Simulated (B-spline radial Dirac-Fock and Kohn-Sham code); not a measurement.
**Kohn-Sham estimates against Dirac-Fock for the levels of Gd¹⁰⁺**

System: gadolinium as Gd¹⁰⁺, configuration [Kr] 4d10 4f5 5s2 5p1.

The density-functional columns are spherical, spin-unpolarised Dirac-Kohn-Sham results without Breit or QED terms: −ε is minus the orbital energy of the initial state and ΔSCF the difference of two total energies. The reference in the last column comes from Dirac-Fock (average of configuration) total-energy differences with a finite nucleus, the Breit interaction including its frequency dependence, and self-energy and vacuum-polarisation corrections. All numbers are from a radial finite-basis atomic code, in eV; a selection of levels is shown. For the 1s level of heavy atoms much of the gap between ΔSCF and the reference is the Breit and QED part, -215.6 eV here; for other levels the error of the functional can be larger.

```
     level   LDA −ε  LDA ΔSCF  Dirac-Fock
    K (1s)  50167.4   50631.6     50428.8
   L1 (2s)   8423.4    8512.9      8572.9
L2 (2p1/2)   8011.1    8122.9      8122.1
L3 (2p3/2)   7316.0    7417.1      7434.4
   M1 (3s)   1999.8    2031.5      2077.6
M2 (3p1/2)   1820.5    1853.8      1883.1
M3 (3p3/2)   1677.9    1709.4      1739.6
M4 (3d3/2)   1366.8    1402.7      1408.5
M5 (3d5/2)   1335.7    1371.0      1378.1
   N1 (4s)    534.7     551.3       573.7
N2 (4p1/2)    464.6     481.0       495.8
N3 (4p3/2)    432.0     448.0       463.3
N4 (4d3/2)    315.8     331.3       333.9
N5 (4d5/2)    309.8     325.1       328.0
 N6,7 (4f)    169.4     183.6       180.4
   O1 (5s)    193.6     203.0       198.2
 O2,3 (5p)    165.3     173.9       171.7
```

Values without a named source are computed, but for edge energies of neutral atoms, which are taken from tables.
